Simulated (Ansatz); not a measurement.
CH7O2Si2 (`CO[Si](O)[SiH3]`) radical, relaxed with UKS PBE0-D4/def2-TZVP in the Gaussian-basis code of Ansatz from a GFN2-xTB geometry. The force threshold is 0.005 eV/Å; the program also tests the step.

Total charge 0; spin multiplicity 2.

Start:

```xyz
12

C    -2.205   -0.346   -0.400
O    -1.005   -0.648    0.239
Si    0.522   -0.631   -0.331
O     0.400    0.299   -1.695
Si    1.865    0.311    1.263
H    -2.031    0.256   -1.293
H    -2.713   -1.270   -0.685
H    -2.839    0.209    0.295
H     1.150    0.461   -2.259
H     3.169    0.441    0.594
H     2.013   -0.684    2.325
H     1.675    1.602    1.947
```

How much energy does the relaxation release, and in how many steps? (Estimate.)

Computed: 3.41 kcal/mol, in 22 steps, 2 of them rejected.

Which bonds change most? (An estimate is asked.)

Ansatz gave: Si3–Si5 from 2.287 to 2.361 Å; Si5–H11 from 1.463 to 1.487 Å; C1–O2 from 1.392 to 1.412 Å; Si5–H10 from 1.472 to 1.489 Å.

Give the relaxed structure. (Estimate.)

Ansatz gave: 
```xyz
12

C    -2.247   -0.362   -0.389
O    -1.016   -0.329    0.300
Si    0.472   -0.462   -0.372
O     0.460    0.506   -1.719
Si    1.976    0.261    1.297
H    -2.234    0.300   -1.259
H    -2.482   -1.378   -0.721
H    -3.027   -0.031    0.298
H     1.123    0.324   -2.387
H     3.347    0.237    0.715
H     1.930   -0.700    2.431
H     1.697    1.634    1.806
```
